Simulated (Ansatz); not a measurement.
Consider the hydrogenolysis of a Ge–Cl bond: `S[CH2][GeH2][Cl]` + H₂ → `S[CH2][GeH3]` + HCl.

Gas-phase electronic energies from Ansatz, PBE0-D4/def2-TZVP geometries. CBS: MP2 limit from def2 TZ/QZ plus the TZ coupled-cluster correction, frozen cores. This one scheme is used for every species. DFT in def2-TZVPP. HSE06 is defined as in plane-wave codes. For Ge outer-core shells are correlated without core-valence functions, which leaves a few kJ/mol of doubt a bond. Scalar relativity is left out up to krypton. One conformer a species, not always the lowest.

```csv
level,ΔE (kJ/mol)
PBE-D4,62.4
HSE06-D4,61.2
HF/def2-SVP,47.8
MP2/def2-SVP,57.1
CCSD/def2-SVP,47.0
HF/def2-QZVPP,52.1
SCS-MP2/def2-QZVPP,63.9
HF/CBS(def2),52.1
```

(1) What does CCSD(T)/CBS give? (Estimate.)

Largest T1 diagnostic among the species: 0.011.

Answers

(1) The calculation gave: +60.6 kJ/mol. The listed levels differ from it by 1.8, 0.6, -12.8, -3.5, -13.6, -8.5, 3.3, -8.5 kJ/mol.

The D4 term adds +9.0 kJ/mol with B3LYP and +4.9 kJ/mol with PBE0; it sums over pairs of atoms, weighted by their polarisabilities, and B3LYP, whose exchange is more repulsive, gets the larger term. Leaving LDA and LC-ωPBE aside and taking each functional with its dispersion term where it has one, the values, not all of them listed here, spread over 8.6 kJ/mol, from CAM-B3LYP-D4 to revPBE-D4. In def2-TZVPP, CCSD(T) changes the Hartree–Fock value by +4.7 kJ/mol (the triples alone add +3.5 kJ/mol) and MP2 by +14.3 kJ/mol.

B3LYP here is the variant with VWN-RPA as its local correlation; programs differ in this.
